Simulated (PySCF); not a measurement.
C₃H₅BOTe.
SMILES with atom numbers: `[BH:1]1[CH:2]=[CH:3][Te:4][CH2:5][O:6]1` (hydrogens: H7 on B1; H8 on C2; H9 on C3; H10, H11 on C5)

Computed by this run: PySCF, PBE0-D3(BJ)/def2-SVP geometry optimisation, gas phase, def2 core potentials past Kr; density fitting, grid level 1; the optimiser is geomeTRIC in internal coordinates, started from a GFN2-xTB structure with every atom displaced at random (about 0.01 Å).

Step 0: E = -13198.0383 eV
```
atom  x, y, z in Å  |  force x, y, z in eV/Å
B1      0.3986   -1.3214    0.1728   -0.576   1.842  -0.245
C2      1.3605   -0.1052   -0.0209    0.290  -0.987  -0.431
C3      1.0864    1.1429    0.3629    0.382   0.717   0.157
Te4    -0.7792    1.7442    1.0318   -0.708  -0.038  -0.018
C5     -1.6429   -0.0006   -0.0066    0.222   0.051   0.984
O6     -0.9525   -1.1714    0.2538    0.227  -0.378   0.162
H7      0.7863   -2.3901    0.3325    0.543  -1.548   0.167
H8      2.3852   -0.3034   -0.3793   -0.146   0.048   0.135
H9      1.8503    1.9370    0.3833   -0.112  -0.147  -0.040
H10    -2.6727   -0.1233    0.3388   -0.178   0.127   0.085
H11    -1.6341    0.2201   -1.0576    0.056   0.313  -0.956
```

Step 1: E = -13198.1314 eV
```
atom  x, y, z in Å  |  force x, y, z in eV/Å
B1      0.3930   -1.3051    0.1672    0.150  -0.408   0.008
C2      1.3532   -0.1082   -0.0524   -0.043   0.122   0.092
C3      1.0800    1.1478    0.3606   -0.155  -0.087  -0.066
Te4    -0.8241    1.7608    1.0147    0.064  -0.064   0.025
C5     -1.6324   -0.0019    0.0231    0.012   0.146  -0.252
O6     -0.9495   -1.1757    0.3189   -0.092   0.060   0.038
H7      0.8001   -2.4491    0.2941   -0.030   0.252  -0.025
H8      2.3850   -0.2998   -0.3694    0.015  -0.019  -0.031
H9      1.8400    1.9324    0.3863    0.094   0.085   0.030
H10    -2.6831   -0.0999    0.3272    0.010  -0.004   0.010
H11    -1.5762    0.2273   -1.0588   -0.025  -0.083   0.172
```

Step 2: E = -13198.1348 eV
```
atom  x, y, z in Å  |  force x, y, z in eV/Å
B1      0.3940   -1.3181    0.1696   -0.050   0.049   0.012
C2      1.3408   -0.1079   -0.0487    0.148  -0.005  -0.014
C3      1.0743    1.1507    0.3574   -0.022  -0.018   0.006
Te4    -0.8197    1.7559    1.0236   -0.045  -0.004   0.027
C5     -1.6260    0.0029    0.0181   -0.011   0.028  -0.026
O6     -0.9499   -1.1746    0.3197   -0.027  -0.071   0.020
H7      0.8080   -2.4499    0.2984   -0.013   0.071  -0.010
H8      2.3709   -0.2977   -0.3754    0.014  -0.009  -0.015
H9      1.8400    1.9351    0.3862    0.001  -0.024  -0.011
H10    -2.6766   -0.0930    0.3224   -0.004  -0.001  -0.002
H11    -1.5697    0.2252   -1.0598    0.009  -0.017   0.013
```

Task: Estimate the geometry and energy of step 3. (The exact step hangs on the optimiser's Hessian estimate; all steps are aligned on step 2, rigid shifts and turns removed.)

Result: E = -13198.1358 eV, largest force 0.114 eV/Å
```
atom  x, y, z in Å  |  force x, y, z in eV/Å
B1      0.3921   -1.3103    0.1715   -0.017   0.031  -0.031
C2      1.3509   -0.1090   -0.0532   -0.056  -0.023   0.006
C3      1.0734    1.1457    0.3564    0.093   0.064   0.015
Te4    -0.8210    1.7486    1.0293   -0.016   0.001  -0.003
C5     -1.6298    0.0031    0.0163   -0.022   0.008   0.054
O6     -0.9535   -1.1736    0.3211    0.059  -0.027   0.005
H7      0.8065   -2.4360    0.3036    0.017  -0.059   0.013
H8      2.3805   -0.3014   -0.3822   -0.027   0.010   0.006
H9      1.8388    1.9317    0.3891   -0.033  -0.022  -0.004
H10    -2.6808   -0.0925    0.3195   -0.006  -0.001  -0.006
H11    -1.5711    0.2221   -1.0600    0.009   0.017  -0.055
```

The energy changes by -0.0009 eV. The first-order estimate −F·Δx gives -0.0039 eV and the mean of the old and new forces, exact on a quadratic surface, -0.0009 eV. The step makes an angle of 49° with the force vector and moves no atom by more than 0.015 Å.

What follows is the cost of the whole optimisation. Time: 73 s; peak memory 0.52 GiB. Hardware: Arm Neoverse N1, one thread, no GPU, shared host with 64 logical CPUs at a one-minute load of 60.
